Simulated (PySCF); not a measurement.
# Ionising BBr

PBE0; PySCF, no relativity, basis sets B def2-TZVPPD, Br def2-TZVPPD. Neutral (UKS): singlet (closed shell), Re = 1.894 Å, ωe = 685 cm⁻¹, De = 4.58 eV, HOMO -7.42 eV, LUMO -2.13 eV.

BBr⁺ (UKS): doublet (σ ↑), Re = 1.749 Å, ωe = 955 cm⁻¹, De = 3.78 eV to B⁺ + Br. The energies at the minima are -2598.59885 hartree for BBr and -2598.25170 for BBr⁺.

(1) Work out the adiabatic ionisation energy, without and with harmonic zero-point energies (1 hartree = 27.2114 eV, 1 eV = 8065.5 cm⁻¹), and the change of the bond length.

BBr⁻ (UKS): doublet (π ↑), Re = 2.108 Å, ωe = 399 cm⁻¹, De = 1.44 eV to B + Br⁻. The energies at the minima are -2598.59885 hartree for BBr and -2598.61079 for BBr⁻.

(2) Work out the adiabatic electron affinity, without and with harmonic zero-point energies (1 hartree = 27.2114 eV, 1 eV = 8065.5 cm⁻¹), and the change of the bond length.

Spin–orbit coupling is left out. For an ion De counts to the pair picked by the measured ionisation energies or electron affinities, which need not be the lowest pair at this level. The highest Kohn–Sham level is positive in this anion. Much of that is self-interaction error, but it also means that the finite basis helps to hold the extra electron. States were picked by a PBE0 search and need not be the measured ground states.

Results:

(1) At PBE0: 0.34715 hartree = 9.446 eV between the minima; the zero-point term (955.0 − 685.0)/2 cm⁻¹ = +0.017 eV makes it 9.463 eV. Re changes by -14.5 pm against the neutral. Minus the HOMO energy is 7.42 eV, -2.03 eV from the value between the minima; self-interaction puts the Kohn–Sham level too high, less so with exact exchange. The electron leaves a σ orbital, and the shorter bond of the ion fits an antibonding orbital, or a change in how ionic the bond is.

(2) At PBE0: 0.01194 hartree = 0.325 eV between the minima; the zero-point term (685.0 − 399.0)/2 cm⁻¹ = +0.018 eV makes it 0.343 eV. Re changes by +21.4 pm against the neutral. The electron enters a π orbital, and the ion is left as a loose complex of an ion and an atom.
